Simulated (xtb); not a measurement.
C2H6N, doublet, from a rough starting geometry; GFN2-xTB (xtb).

Here is a job for xtb.
```
$ xtb mol.xyz --gfn 2 --uhf 1 --opt vtight --json

# file mol.xyz
9

C      1.22770786     0.14110959    -0.36467490
C      0.01149297    -0.30284167     0.40058927
N     -1.24758582     0.00661918    -0.27163865
H      1.91902702    -0.40586295    -0.87727396
H      1.31553362     1.27886597    -0.46751240
H      0.09042961     0.05034971     1.35297839
H      0.08191547    -1.44338073     0.39263106
H     -1.21561030     0.92795585    -0.50992288
H     -2.01694044    -0.21054467     0.31293158
```

**Question.** What does xtb print? Leave out banner, timings and long lists.

**Answer.** 
```
   ID    Z sym.   atoms
    1    6 C      1, 2
    2    7 N      3
    3    1 H      4-9

           -------------------------------------------------
          |                Calculation Setup                |
           -------------------------------------------------

           -------------------------------------------------
          |                 G F N 2 - x T B                 |
           -------------------------------------------------

          ...................................................
          :                      SETUP                      :
          :.................................................:
          :  # basis functions                  18          :
          :  # atomic orbitals                  18          :
          :  # shells                           12          :
          :  # electrons                        19          :
          :  max. iterations                   250          :
          :  Hamiltonian                  GFN2-xTB          :
          :  restarted?                      false          :
          :  GBSA solvation                  false          :
          :  PC potential                    false          :
          :  electronic temp.          300.0000000     K    :
          :  accuracy                    1.0000000          :
          :  -> integral cutoff          0.2500000E+02      :
          :  -> integral neglect         0.1000000E-07      :
          :  -> SCF convergence          0.1000000E-05 Eh   :
          :  -> wf. convergence          0.1000000E-03 e    :
          :  Broyden damping             0.4000000          :
          :  net charge                          0          :
          :  unpaired electrons                  1          :
          ...................................................

 iter      E             dE          RMSdq      gap      omega  full diag
   1    -10.2701644 -0.102702E+02  0.352E+00   10.45       0.0  T
   2    -10.2899911 -0.198267E-01  0.214E+00   10.16       1.0  T
   3    -10.2910235 -0.103242E-02  0.849E-01   10.46       1.0  T
   4    -10.2913219 -0.298324E-03  0.250E-01   10.23       1.0  T
   5    -10.2914659 -0.144002E-03  0.582E-02   10.31       1.0  T
   6    -10.2914675 -0.163477E-05  0.264E-02   10.31       1.3  T
   7    -10.2914677 -0.184668E-06  0.411E-03   10.32       8.1  T
   8    -10.2914678 -0.746177E-07  0.179E-03   10.31      18.6  T
   9    -10.2914678 -0.586737E-08  0.229E-04   10.31     145.7  T
[...]
 * total energy  :   -10.1518970 Eh     change       -0.5442110E-05 Eh
 * total energy  :   -10.1519029 Eh     change       -0.5905234E-05 Eh
 * total energy  :   -10.1519090 Eh     change       -0.6122735E-05 Eh
 * total energy  :   -10.1519132 Eh     change       -0.4220332E-05 Eh
 * total energy  :   -10.1519163 Eh     change       -0.3070245E-05 Eh
 * total energy  :   -10.1519189 Eh     change       -0.2650455E-05 Eh
 * total energy  :   -10.1519215 Eh     change       -0.2539864E-05 Eh
 * total energy  :   -10.1519238 Eh     change       -0.2345239E-05 Eh
 * total energy  :   -10.1519258 Eh     change       -0.2024089E-05 Eh
 * total energy  :   -10.1519271 Eh     change       -0.1295732E-05 Eh
 * total energy  :   -10.1519278 Eh     change       -0.6432094E-06 Eh
 * total energy  :   -10.1519278 Eh     change       -0.5069073E-07 Eh
   *** GEOMETRY OPTIMIZATION CONVERGED AFTER 35 ITERATIONS ***
         :: total energy             -10.151927838566 Eh    ::
[...]
     2   6 C        3.729     0.037    20.042     6.391
     3   7 N        2.632    -0.335    28.628     7.947
     4   1 H        0.926     0.033     2.547     2.496
     5   1 H        0.927     0.046     2.375     2.410
     6   1 H        0.921     0.022     2.706     2.572
     7   1 H        0.923     0.052     2.300     2.372
     8   1 H        0.860     0.141     1.464     1.896
     9   1 H        0.860     0.134     1.516     1.929

 Mol. C6AA /au·bohr⁶  :        581.879120
 Mol. C8AA /au·bohr⁸  :      11990.432376
 Mol. α(0) /au        :         37.176062

Wiberg/Mayer (AO) data.
largest (>0.10) Wiberg bond orders for each atom

 ---------------------------------------------------------------------------
     #   Z sym  total        # sym  WBO       # sym  WBO       # sym  WBO
 ---------------------------------------------------------------------------
     1   6 C    3.211 --     2 C    1.106     4 H    0.985     5 H    0.983
     2   6 C    3.988 --     1 C    1.106     3 N    1.027     7 H    0.928
                             6 H    0.924
     3   7 N    3.019 --     2 C    1.027     9 H    0.970     8 H    0.966
     4   1 H    0.999 --     1 C    0.985
     5   1 H    0.998 --     1 C    0.983
     6   1 H    0.997 --     2 C    0.924
     7   1 H    0.995 --     2 C    0.928
     8   1 H    0.980 --     3 N    0.966
     9   1 H    0.982 --     3 N    0.970
 ---------------------------------------------------------------------------

Topologies differ in total number of bonds
Writing topology from bond orders to xtbtopo.mol

molecular dipole:
                 x           y           z       tot (Debye)
 q only:       -0.117       0.008       0.252
   full:       -0.157       0.102       0.613       1.628
molecular quadrupole (traceless):
                xx          xy          yy          xz          yz          zz
 q only:        0.224      -0.449       0.550      -0.776      -0.471      -0.774
  q+dip:        0.048      -0.797       1.083      -2.125      -0.954      -1.131
   full:        0.266      -0.882       1.138      -2.109      -0.784      -1.404

optimized geometry written to: xtbopt.xyz

           -------------------------------------------------
          | TOTAL ENERGY              -10.151927838566 Eh   |
          | GRADIENT NORM               0.000030436463 Eh/α |
          | HOMO-LUMO GAP               9.549444046920 eV   |
           -------------------------------------------------

normal termination of xtb
```
